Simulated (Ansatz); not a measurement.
`[NH2][Zn][AlH][Cl]` + CH₃NH₂ → `C[NH][AlH][Cl]` + `[NH2][ZnH]` at 400 K and 1 bar (cleavage of the Al–Zn bond).

Isolated molecules relaxed with PBE0-D4/def2-TZVP in Ansatz; ΔE leaves out vibrations. CCSD(T)/CBS adds triple-zeta CCSD(T) − MP2 to the extrapolated MP2 energy (def2 sets, frozen cores). For Zn outer-core shells are correlated without core-valence functions, which leaves a few kJ/mol of doubt a bond. Scalar relativity is left out up to krypton. Each species was taken in one conformer, which may not be the lowest.

```tsv
species	CCSD(T)/CBS energy (Eh)	H − E (kJ/mol)	S (J/(mol·K))
`[NH2][Zn][AlH][Cl]`	-2536.75835	120.4	406.9
CH₃NH₂	-95.75281	185.4	256.0
`C[NH][AlH][Cl]`	-797.65353	194.4	357.1
`[NH2][ZnH]`	-1834.88092	99.5	279.2
```

H − E and S are ideal-gas, rigid-rotor, harmonic terms from PBE0-D4/def2-TZVP, for one conformer and one mirror image of each species. 1 Eh = 2625.50 kJ/mol, R = 8.31446 J/(mol·K).

Problem. By hand: ΔE, ΔH, ΔS and ΔG.

Solution. ΔE = (-797.65353) + (-1834.88092) − (-2536.75835) − (-95.75281) = -0.02329 Eh = -61.1 kJ/mol. Δ(H − E) = 194.4 + 99.5 − 120.4 − 185.4 = -11.9, so ΔH = -73.0 kJ/mol. ΔS = 357.1 + 279.2 − 406.9 − 256.0 = -26.6 J/(mol·K). ΔG = -73.0 − 400 × (-26.6)/1000 = -62.4 kJ/mol.

Problem. By hand: the equilibrium constant, and the temperature at which ΔG would vanish if ΔH and ΔS stayed fixed.

Solution. log₁₀ K = −ΔG/(RT ln 10) = 8.1. ΔG = 0 at ΔH/ΔS = 2744 K, far beyond where these terms or the molecules hold.

ΔH outweighs TΔS. A doubt of 5 kJ/mol in ΔE shifts log₁₀ K by 0.7 here. Other conformers and mirror images would add mixing entropy, several J/(mol·K) or more a flexible species. These are equilibria of isolated gas molecules and say nothing of rates. Largest T1 diagnostic: 0.016 (customary marks: 0.02 for closed shells, 0.045 for open ones).
